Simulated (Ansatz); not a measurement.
Isomers of Ba5Se5⁺ (doublet), relaxed with PBE-D4/def2-SVP; total energies from Ansatz at PBE0-D4/def2-SVP.

| isomer | description | energy (Eh) |
| --- | --- | --- |
| A | point group Cs; 16 × Ba–Se 2.95 to 3.88 Å | -12132.77834 |
| B | point group not assigned; 15 × Ba–Se 2.90 to 3.35 Å | -12132.77274 |
| C | point group not assigned; 13 × Ba–Se 2.93 to 3.14 Å | -12132.70183 |
| D | point group not assigned; 10 × Ba–Se 2.93 to 2.98 Å | -12132.60114 |

In the def2 sets Ba takes a core potential; there is no spin–orbit coupling.

The isomers come from a short search, and lower ones may exist.

**Question.** Work out the relative energies (1 Eh = 2625.5 kJ/mol) and the Boltzmann populations at 800 K from electronic energies alone (R = 8.314 J/mol/K).

**Answer.** ΔE: A 0.0, B 14.7, C 200.9, D 465.2 kJ/mol. RT = 6.65 kJ/mol. Factors exp(−ΔE/RT): A 1, B 0.11, C 7.58e-14, D 4.16e-31; sum 1.110. Populations: A 90.1 %, B 9.9 %, C 0.0 %, D 0.0 %. Zero-point energy, vibrational entropy and symmetry numbers are left out and can shift these; an error of 4 kJ/mol changes a ratio by a factor of 1.8. Over the other density-functional and correlated levels in def2 sets, the gap between A and B ranges from 22 to 25 kJ/mol.
